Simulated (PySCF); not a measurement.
C3H7BFN, SMILES C/C=C/B(N)F.

Geometry optimised at ωB97X-D3(BJ)/def2-SVP. A frequency run showed that this geometry is not a minimum. The structure was generated by enumeration; whether it is a known compound was not checked. One conformer was computed; it need not be the lowest.

Two levels are set side by side: TDA-PBE/def2-SVPD (PySCF) and TDA-PBE0/def2-SVPD (PySCF). Vertical, same geometry. The lowest singlet is HOMO→LUMO 60 %, HOMO−1→LUMO 35 % with PBE and HOMO→LUMO 80 %, HOMO−1→LUMO 16 % with the other functional; states are paired by order. Differences are taken from unrounded values.

```
quantity                               TDA-PBE
-------------------------------------  -------
lowest singlet excitation (eV)            5.60
lowest triplet excitation (TDA) (eV)      3.89
first bright state (f over 0.05) (eV)     5.60
its oscillator strength                   0.15
```

Q: These are the TDA-PBE values. What does TDA-PBE0 give? (An estimate is asked for; the answer gives what the named calculation found.)

A: 
```csv
quantity,TDA-PBE0,TDA-PBE minus TDA-PBE0
lowest singlet excitation (eV),6.36,-0.76
lowest triplet excitation (TDA) (eV),3.85,0.04
first bright state (f over 0.05) (eV),6.36,-0.76
its oscillator strength,0.33,-0.18
```

A lower first singlet is the usual sign of a functional without exact exchange. Differences between two approximate levels are no errors against the true value.

Rough cost on one machine, each run with all the roots and properties that it gave: TDA-PBE0 against TDA-PBE about 2 times.
